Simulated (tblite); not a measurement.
Isomers of C3H8O2Si2. All values are computed: GFN2-xTB (tblite) harmonic vibrations without scaling, gas phase. This tight-binding method is rough: wavenumbers can miss measured ones by several per cent, in bad cases by 10 to 20. Modes of hydrogen on silicon can be 10 to 20 % off. One conformer each.

Electronic energies: GFN2-xTB at the same geometries; isomer energies are rough at this level and their order can be wrong.

```
                 SMILES  electronic energy, lowest = 0 (kJ/mol)
C=C[Si@@](O)([SiH3])C=O                                   377.5
  O=C(O)[SiH]1C[SiH2]C1                                   364.4
     C#CC[SiH2]O[SiH2]O                                     0.0
   COC1=CO[SiH2][SiH2]1                                   218.7
  CO[Si@@H](O)C#C[SiH3]                                   177.3
 O=C(O)C1[SiH2]C[SiH2]1                                   285.8
O=C(/C=C\[SiH3])O[SiH3]                                   132.6
    [SiH3]C[SiH]1OC=CO1                                    72.9
```

Q: How do GFN2-xTB zero-point energies change the relative energies?

A: 
```json
{"SMILES": "C#CC[SiH2]O[SiH2]O", "ZPE (kJ/mol)": "253.2", "of it from modes above 1550 cm⁻¹": "144.1", "electronic (kJ/mol)": "0.0", "with ZPE, lowest = 0 (kJ/mol)": "0.0", "lowest mode (cm⁻¹)": "37", "rings": "0"}
{"SMILES": "[SiH3]C[SiH]1OC=CO1", "ZPE (kJ/mol)": "261.6", "of it from modes above 1550 cm⁻¹": "137.6", "electronic (kJ/mol)": "72.9", "with ZPE, lowest = 0 (kJ/mol)": "81.3", "lowest mode (cm⁻¹)": "30", "rings": "1"}
{"SMILES": "O=C(/C=C\\[SiH3])O[SiH3]", "ZPE (kJ/mol)": "247.9", "of it from modes above 1550 cm⁻¹": "138.3", "electronic (kJ/mol)": "132.6", "with ZPE, lowest = 0 (kJ/mol)": "127.3", "lowest mode (cm⁻¹)": "64", "rings": "0"}
{"SMILES": "CO[Si@@H](O)C#C[SiH3]", "ZPE (kJ/mol)": "253.0", "of it from modes above 1550 cm⁻¹": "142.6", "electronic (kJ/mol)": "177.3", "with ZPE, lowest = 0 (kJ/mol)": "177.1", "lowest mode (cm⁻¹)": "13i", "rings": "0"}
{"SMILES": "COC1=CO[SiH2][SiH2]1", "ZPE (kJ/mol)": "261.8", "of it from modes above 1550 cm⁻¹": "134.5", "electronic (kJ/mol)": "218.7", "with ZPE, lowest = 0 (kJ/mol)": "227.2", "lowest mode (cm⁻¹)": "79", "rings": "1"}
{"SMILES": "O=C(O)C1[SiH2]C[SiH2]1", "ZPE (kJ/mol)": "259.8", "of it from modes above 1550 cm⁻¹": "139.5", "electronic (kJ/mol)": "285.8", "with ZPE, lowest = 0 (kJ/mol)": "292.4", "lowest mode (cm⁻¹)": "23", "rings": "1"}
{"SMILES": "O=C(O)[SiH]1C[SiH2]C1", "ZPE (kJ/mol)": "263.4", "of it from modes above 1550 cm⁻¹": "143.3", "electronic (kJ/mol)": "364.4", "with ZPE, lowest = 0 (kJ/mol)": "374.6", "lowest mode (cm⁻¹)": "18", "rings": "1"}
{"SMILES": "C=C[Si@@](O)([SiH3])C=O", "ZPE (kJ/mol)": "253.6", "of it from modes above 1550 cm⁻¹": "153.1", "electronic (kJ/mol)": "377.5", "with ZPE, lowest = 0 (kJ/mol)": "377.8", "lowest mode (cm⁻¹)": "17", "rings": "0"}
```

The zero-point energies span 15.5 kJ/mol, from `O=C(/C=C\[SiH3])O[SiH3]` to `O=C(O)[SiH]1C[SiH2]C1`. Slightly imaginary modes are left out of the zero-point energy: `CO[Si@@H](O)C#C[SiH3]` 13.3i cm⁻¹. The order is unchanged.

Q: What do entropy and thermal enthalpy add at 298.15 K and 1 bar (rigid rotor, harmonic oscillator, one conformer each)?

A: 
| SMILES | point group | symmetry number | S (J/(mol K)) | H − H(0) (kJ/mol) | ZPE + H − H(0) − TS (kJ/mol) |
| --- | --- | --- | --- | --- | --- |
| C#CC[SiH2]O[SiH2]O | C1 | 1 | 427.0 | 30.61 | 156.5 |
| [SiH3]C[SiH]1OC=CO1 | Cs | 1 | 398.2 | 26.55 | 169.4 |
| O=C(/C=C\[SiH3])O[SiH3] | Cs | 1 | 403.0 | 28.06 | 155.8 |
| COC1=CO[SiH2][SiH2]1 | Cs | 1 | 385.7 | 26.72 | 173.5 |

Not tabulated: `CO[Si@@H](O)C#C[SiH3]` (lowest mode only 13i cm⁻¹); `O=C(O)C1[SiH2]C[SiH2]1` (lowest mode only 23 cm⁻¹); `O=C(O)[SiH]1C[SiH2]C1` (lowest mode only 18 cm⁻¹); `C=C[Si@@](O)([SiH3])C=O` (lowest mode only 17 cm⁻¹).
